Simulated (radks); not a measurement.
Neutral iridium inside a hard spherical wall (all orbitals vanish at R), configuration held at [Xe] 4f14 5d7 6s2 and not refilled when levels cross. Calculated with a radial shooting solver on a logarithmic mesh with Libxc functionals: scalar-relativistic Kohn-Sham, LDA (Slater exchange, VWN5 correlation), spin-unpolarised, spherical densities, finite nucleus; Fermi nuclear charge, rms radius 5.4032 fm. Eigenvalues in eV, with the zero of energy where the potential of the charges vanishes at infinity; a dash marks a level that is unbound or too diffuse for the functional's potential to be trusted. A positive occupied level is held by the wall or, in an anion where self-interaction has pushed it up, behind a barrier. The pressure on the wall is -dE/dV.

| R (bohr) | E (hartree) | kinetic (hartree) | e(4f) | e(5p) | e(5d) | e(6s) | e(6p, empty) | e(7s, empty) | pressure (GPa) |
|---|---|---|---|---|---|---|---|---|---|
| free | -17814.0947 | 19790.939 | -62.552 | -54.934 | -7.362 | -6.580 | -1.346 | -0.013 | 0 |
| 20 | -17814.0947 | 19790.939 | -62.552 | -54.934 | -7.362 | -6.580 | -1.346 | 0.119 | < 0.0001 |
| 12 | -17814.0947 | 19790.939 | -62.551 | -54.933 | -7.361 | -6.579 | -1.322 | 0.809 | 0.000165 |
| 8 | -17814.0929 | 19790.958 | -62.452 | -54.835 | -7.269 | -6.490 | -0.934 | 3.755 | 0.0896 |
| 7 | -17814.0877 | 19791.002 | -62.254 | -54.641 | -7.090 | -6.306 | -0.456 | 6.172 | 0.451 |
| 6 | -17814.0676 | 19791.144 | -61.703 | -54.109 | -6.605 | -5.774 | 0.647 | 10.801 | 2.39 |
| 3.5 | -17813.1106 | 19795.598 | -51.442 | -44.938 | 2.160 | 6.804 | 19.623 | 67.005 | 300 |
| 3 | -17811.8333 | 19800.782 | -43.460 | -38.276 | 9.360 | 19.367 | 36.731 | 109.26 | 1020 |
| 2.5 | -17808.3842 | 19814.136 | -28.416 | -25.946 | 24.049 | 48.133 | 73.567 | 191.81 | 4230 |
| 2 | -17797.3618 | 19854.378 | 2.924 | 1.637 | 59.041 | 123.45 | 163.01 | 374.33 | 22900 |
| 1.5 | -17752.6517 | 20002.881 | 78.398 | 85.951 | 164.61 | 357.11 | 421.91 | 859.32 | 186000 |
